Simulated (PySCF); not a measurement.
Si(F)2(Et)(NH2) (C2H7F2NSi), SMILES F[Si](F)(CC)N. Atoms are numbered in the order given.

```xyz
13

C     -1.9393    -1.1798     0.7995
C     -1.2795     0.2060     0.7489
Si     0.3482     0.2214    -0.1415
N      1.5004    -0.7940     0.5998
F      0.8377     1.7666    -0.2904
F      0.1991    -0.2933    -1.6733
H     -1.2832    -1.9153     1.2908
H     -2.1451    -1.5560    -0.2150
H     -2.8938    -1.1559     1.3483
H     -1.1125     0.5979     1.7690
H     -1.9403     0.9412     0.2576
H      1.6379    -0.7847     1.6049
H      2.3401    -1.0856     0.1093
```
Charge 0, spin multiplicity 1.

Geometry optimised at B3LYP-D3(BJ)/def2-SVP. One conformer was computed; it need not be the lowest.

Method: B3LYP/pcSseg-1 (PySCF).

GIAO shieldings, no solvent; atoms listed in one row are averaged. δ = σ(ref) − σ: ¹³C against TMS (σ = 181.3 ppm); ²⁹Si against TMS (σ = 338.7 ppm); ¹⁵N against NH3 (σ = 265.5 ppm); ¹⁹F against CFCl3 (σ = 161.7 ppm); ¹H against TMS (σ = 31.68 ppm), references at their B3LYP-D3(BJ)/def2-TZVP geometries, non-relativistic.

**Question.** Estimate the chemical shifts. (The exact figures need the calculation; the answer reports its results.)

**Answer.** 
```
nucleus       atoms  count  δ (ppm)
-------  ----------  -----  -------
¹³C              C1      1     11.6
¹³C              C2      1      8.5
²⁹Si            Si3      1    -25.4
¹⁵N              N4      1     28.4
¹⁹F              F5      1   -137.5
¹⁹F              F6      1   -177.4
¹H       H7, H8, H9      3     1.40
¹H              H13      1     1.30
¹H              H11      1     0.99
¹H              H12      1     0.91
¹H              H10      1     0.71
```
